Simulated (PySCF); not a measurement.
The electron affinity along group 8

Calculated with PySCF 2.14 from differences of total energies of unrestricted determinants, without spin-orbit coupling. Values in eV. The last column holds reference values (measured affinities from photodetachment; the arrow runs from anion to atom). Unmarked ones compare directly (S terms, centres of terms, or small fine structure); those marked * lie between the lowest fine-structure levels and include a spin-orbit shift.

| element | configurations | UHF | LDA | PBE0 | SCS-MP2 (valence) | MP2 (valence and next inner shell) | SCS-MP2 (valence and next inner shell) | reference |
| --- | --- | --- | --- | --- | --- | --- | --- | --- |
| Fe (def2-QZVPPD, non-relativistic) | [Ar] 3d7 4s2 → [Ar] 3d6 4s2 | -2.190 | 1.191 | 0.383 | 0.048 | 0.357 | 0.262 | 0.153 * |
| Ru (def2-QZVPPD with the def2 core potential (28 electrons), ECP) | [Kr] 4d7 5s2 → [Kr] 4d7 5s1 | -0.331 | 1.214 | 0.719 | 0.808 | 0.747 | 0.838 | 1.046 * |
| Os (def2-QZVPPD with the def2 core potential (60 electrons), ECP) | [Xe] 4f14 5d7 6s2 → [Xe] 4f14 5d6 6s2 | -0.743 | 1.224 | 0.870 | 0.876 | 0.634 | 0.647 | 1.078 * |

The highest occupied level of the anion is positive for Fe⁻ at UHF, LDA, PBE0; Ru⁻ at UHF, LDA, PBE0; Os⁻ at LDA, PBE0, so there the basis helps to hold the electron.

"Valence" correlates the outer s and p shells and, in groups 3 to 12 and the f block, the outer d or f shell, open or full, or the next shell where the ion has no valence electron left; the wider scheme adds the next inner shell.
